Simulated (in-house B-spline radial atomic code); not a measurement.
How numerical settings move a run on Sr IV (Sr3+), [Ar] 3d10 4s2 4p5. Computed with an all-electron radial atomic-structure program (B-spline basis): non-relativistic PBE0, spin-polarised, spherical fractional occupations, point nucleus.

Command:
```bash
python run_scf.py task.json out
```
Settings of the sound reference run:
```
Z                38
electrons        35
configuration    [Ar] 3d10 4s2 4p5
hamiltonian      nr
method           pbe0
spin_polarised   True
knot_spacing     0.22
spline_order     8
gauss_points     12
box_radius       16.22
max_iterations   70
damping          0.5
damped_steps     3
diis_vectors     10
tolerance        1e-08
start            Thomas-Fermi
```

Run time, properties included: 0.4 s on 1 thread of Arm Neoverse N1 (shared host).

It converges in 10 iterations to -3130.825760 hartree, with 4p down at -50.1835 eV. The other runs change the listed settings, some to values that make no sense; their results aren't properties of the atom or ion. Radii are in bohr (the nuclear one in fm), a minus after a letter asks for a j subshell, and «unchanged» means within 1e-8 hartree. The run stops when the residual is below 10 × tolerance × max(1, Z/10), or a noise floor if that is larger, and the energy moves by less than 1e-8 × √|E| hartree; so very loose and very tight tolerances often act alike.

```tsv
changed settings	outcome
electrons = 36, configuration = [Ar] 3d10 4s2 4p5 5s-1, max_iterations = 75	stopped with error: j subshells need the Dirac Hamiltonian and l > 0
electrons = 37, configuration = [Ar] 3d10 4s2 4p7, max_iterations = 75	stopped with error: shell 4p holds at most 3 electrons (per spin)
spline_order = 6, gauss_points = 8, max_iterations = 8	not converged after 8 iterations, last residual 4.1e-06, last energy +2.52e-06 hartree from the reference
hamiltonian = dirac, method = hf, nucleus = fermi, rms_radius = 4.224, mass_number = 88, atomic_mass = 87.90561, speed_of_light = 137.036	stopped with error: spin polarisation is not served with the Dirac Hamiltonian
max_iterations = 2	not converged after 2 iterations, last residual 2.2e-01, last energy +9.04e-01 hartree from the reference
spline_order = 7	converged in 10 iterations, energy -1.32e-06 hartree from the reference, 4p down level -6.1e-06 eV
spline_order = 10	converged in 10 iterations, energy -1.38e-06 hartree from the reference, 4p down level -5.2e-06 eV
spline_order = 6	converged in 10 iterations, energy +2.52e-06 hartree from the reference, 4p down level -9.4e-06 eV
max_iterations = 8	not converged after 8 iterations, last residual 3.8e-06, last energy +4.00e-10 hartree from the reference
max_iterations = 3, tolerance = 0.01, start = bare nucleus	not converged after 3 iterations, last residual 5.0e-01, last energy +3.30e+00 hartree from the reference
max_iterations = 5	not converged after 5 iterations, last residual 2.5e-03, last energy +2.45e-04 hartree from the reference
max_iterations = 12	converged in 10 iterations, energy unchanged
knot_spacing = 0.55, gauss_points = 6, max_iterations = 50, start = bare nucleus	converged in 11 iterations, energy +6.47e-02 hartree from the reference, 4p down level -2.9e-03 eV
```

(1) What happens with first_knot = 0.000263, max_iterations = 3?

(2) What happens with knot_spacing = 1.4, box_radius = 64.88, max_iterations = 100, damping = 0.8, start = bare nucleus?

(3) What happens with spline_order = 4?

(4) What happens with spline_order = 5?

Results:

(1) Not converged after 3 iterations, last residual 3.1e-02, last energy +2.83e-02 hartree from the reference.

(2) Converged in 10 iterations, energy +2.01e+02 hartree from the reference, 4p down level -1.9e+00 eV.

(3) Converged in 10 iterations, energy +1.32e-03 hartree from the reference, 4p down level -6.9e-05 eV.

(4) Converged in 10 iterations, energy +3.91e-05 hartree from the reference, 4p down level -2.6e-06 eV.
